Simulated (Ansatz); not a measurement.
Relaxation of ClH₅InO₂Si (10 atoms, charge 0, multiplicity 2), to a largest force component of 0.03 eV/Å in at most 50 steps.

Method: UKS PBE/def2-SVP (Ansatz).

```xyz
10
Properties=species:S:1:pos:R:3
In -0.022 -0.803 -0.423
Cl 0.025 -0.086 3.145
O 1.637 -0.105 -1.425
H 2.451 -0.504 -1.059
O -1.752 -0.044 -1.243
H -2.533 -0.360 -0.747
Si 0.000 0.011 5.261
H -0.758 -1.175 5.778
H 1.416 -0.016 5.751
H -0.675 1.285 5.668
```

Task: Where does it end, and by what steps?

Result: The forces met the threshold. The force dipped under the threshold on the way, but the program's further checks kept it going. After 22 steps the energy has fallen by 0.066 eV; H8 moved furthest, 1.79 Å.

| step | energy less start (eV) | largest force component (eV/Å) | accepted |
| --- | --- | --- | --- |
| 0 | 0.0000 | 0.381 | yes |
| 1 | -0.0067 | 0.077 | yes |
| 2 | -0.0074 | 0.044 | yes |
| 3 | -0.0089 | 0.092 | yes |
| 4 | -0.0101 | 0.143 | yes |
| 5 | -0.0115 | 0.101 | yes |
| 6 | -0.0128 | 0.073 | yes |
| 7 | -0.0133 | 0.036 | yes |
| 8 | -0.0135 | 0.015 | yes |
| 9 | -0.0138 | 0.022 | yes |
| 10 | -0.0149 | 0.150 | yes |
| 11 | -0.0169 | 0.134 | yes |
| 12 | -0.0214 | 0.250 | yes |
| 13 | -0.0251 | 0.274 | yes |
| 14 | -0.0306 | 0.303 | yes |
| 15 | -0.0384 | 0.305 | yes |
| 16 | -0.0461 | 0.249 | yes |
| 17 | -0.0526 | 0.231 | yes |
| 18 | -0.0601 | 0.185 | yes |
| 19 | -0.0608 | 0.112 | yes |
| 20 | -0.0649 | 0.072 | yes |
| 21 | -0.0659 | 0.042 | yes |
| 22 | -0.0664 | 0.021 | yes |

```xyz
10
Properties=species:S:1:pos:R:3
In -0.020 -0.903 0.314
Cl 0.712 1.107 2.839
O 1.570 -0.292 -0.844
H 2.394 -0.706 -0.519
O -1.782 -0.049 -0.332
H -2.537 -0.445 0.148
Si -0.015 0.051 4.500
H -0.715 -1.176 3.992
H 1.149 -0.324 5.366
H -0.966 0.940 5.242
```

Whether the end is a true minimum wasn't checked by a vibrational analysis.

Run time: 53 s on 4 threads of Arm Neoverse V1, with other jobs on the host, peak memory 0.2 GiB.
